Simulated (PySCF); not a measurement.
Computed shifts of a molecule CH5ClO2Si, PBE0/pcSseg-1 in PySCF, GIAO, gas phase, atoms alike by connectivity averaged where their shifts nearly agree, in ppm (number of nuclei): ¹³C: 2.7 (1). ²⁹Si: -6.0 (1). ¹H: 2.61 (1), 2.27 (1), 0.73 (3). References: ¹³C against TMS (σ = 186.3 ppm); ²⁹Si against TMS (σ = 352.7 ppm); ¹⁷O against H2O (σ = 334.2 ppm); ³⁵Cl against HCl (σ = 945.9 ppm); ¹H against TMS (σ = 31.56 ppm), references at their B3LYP-D3(BJ)/def2-TZVP geometries, non-relativistic (without spin–orbit terms, shifts of atoms bonded to Cl or Br come out too high). Coordinates come from a B3LYP-D3(BJ)/def2-SVP optimisation. The values are those of a single conformer.

Problem. Which structure fits?
A. C[Si](O)(O)Cl
B. CO[Si@H](O)Cl
C. OC[Si@@H](O)Cl

Solution. A, C[Si](O)(O)Cl
